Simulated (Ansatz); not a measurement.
`N=CI` and `N=CF` differ in one atom or group.

Ansatz, PBE0-D4/def2-TZVP geometries, multiplicity 1. Each molecule was computed in one conformer, which needn't be the lowest.

Elements past krypton have def2 core potentials.

| property | `N=CI` |
| --- | --- |
| size of the dipole moment (B3LYP/def2-TZVPP) / D | 2.29 |
| HOMO energy (PBE0/def2-TZVPP) / eV | -7.63 |
| size of the dipole moment (PBE/def2-TZVPP) / D | 2.22 |
| size of the dipole moment (ωB97M-V/def2-TZVPP) / D | 2.35 |
| zero-point energy (PBE0-D4/def2-TZVP) / kJ/mol | 79.8 |
| HOMO energy (ωB97M-V/def2-TZVPP) / eV | -9.74 |

**Question.** Give the same properties after the change, and the shifts. (An estimate is asked.)

**Answer.** Computed: 
```
                                          property  `N=CF`  shift
  size of the dipole moment (B3LYP/def2-TZVPP) / D    2.78   0.49
                HOMO energy (PBE0/def2-TZVPP) / eV   -8.81  -1.18
    size of the dipole moment (PBE/def2-TZVPP) / D    2.62   0.40
size of the dipole moment (ωB97M-V/def2-TZVPP) / D    2.81   0.46
    zero-point energy (PBE0-D4/def2-TZVP) / kJ/mol    87.6    7.8
             HOMO energy (ωB97M-V/def2-TZVPP) / eV  -11.25  -1.51
```

With PBE0 the HOMO falls by 1.18 eV and the LUMO rises by 0.77 eV, so the gap widens by about 1.95 eV. PBE moves the HOMO by -0.68 eV and ωB97M-V by -1.51 eV. Dipoles are sizes alone; their direction can turn.

B3LYP here is the variant with VWN-RPA as its local correlation; programs differ in this.

Spin–orbit coupling is left out; it splits and shifts lone-pair levels of the heavy atoms by tenths of an eV.
